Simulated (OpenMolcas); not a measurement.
Computed levels of 3s² 3p⁴ in ions with 16 electrons, in cm-1 above ³P₂.

```yaml
Program: OpenMolcas 26.06
Method: CASSCF
Basis: ANO-RCC-VTZP
Scalar_Hamiltonian: DKH2, point nucleus
Spin-orbit_coupling: state interaction with AMFI integrals over the reference wave functions, term energies averaged over their components
```

Active space for each ion: 4 electrons in 3 orbitals (3p).

```csv
Level,S,Ar2+
³P₁,367,1028
³P₀,539,1478
¹D₂,11743,17008
¹S₀,28917,41591
```

Estimate ³P₀, ¹D₂, ¹S₀ for Cl+ from its neighbours S and Ar2+.

³P₀ is fine structure, which grows about as the fourth power of a screened charge, so the fourth roots are averaged: ((539^0.25 + 1478^0.25) / 2)^4 = 921. The calculation gives 941, so the estimate is off by -2.1 %; the measured value is 996 (NIST Handbook of Basic Atomic Spectroscopic Data).
¹D₂ is another term, which grows about linearly with the charge: (11743 + 17008) / 2 = 14376. The calculation gives 14425, so the estimate is off by -0.3 %; the measured value is 11654 (NIST Handbook of Basic Atomic Spectroscopic Data).
¹S₀ is another term, which grows about linearly with the charge: (28917 + 41591) / 2 = 35254. The calculation gives 35442, so the estimate is off by -0.5 %; the measured value is 27878 (NIST Handbook of Basic Atomic Spectroscopic Data).

With the s shell closed, the reference lacks s² → p² mixing. Without dynamic correlation excited terms often stand tens of per cent too high (terms of higher spin than the ground term too low), and those without a measured partner can miss by more than the paired ones (holds for S; Cl+). Computed and measured levels are paired by configuration, term and J; levels that our copy of the source lacks, or whose pairing is in doubt (as where it misses far off the trend of its configuration), stay unpaired and out of the deviations. Only configurations of the active space appear.
